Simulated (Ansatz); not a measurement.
Program: Ansatz 0.2.0.

A structure relaxed at PBE0-D4/def2-TZVP, charge 0, multiplicity 1:

Cartesian coordinates in Å:
```
C 1.331 -1.249 1.396
O 0.568 -0.419 0.586
Zr -0.486 0.664 -0.576
O -2.327 0.513 -0.053
O 0.165 2.466 -0.600
S -0.238 -0.179 -2.899
H 0.695 -1.777 2.114
H 2.072 -0.667 1.952
H 1.860 -1.991 0.788
H -3.197 0.586 0.326
H 0.567 3.305 -0.395
H -1.008 -1.252 -2.639
```

Problem. Give its formula and SMILES.

Solution. CH6O3SZr, `C[O][Zr]([OH])([OH])[SH]`.

Problem. Summarise the bond lengths by kind.

Solution. 1 × C–O 1.388 Å; 3 × C–H 1.095 Å; 3 × O–Zr 1.906 to 1.920 Å; 1 × S–Zr 2.484 Å; 2 × H–O 0.952 Å; 1 × H–S 1.346 Å.
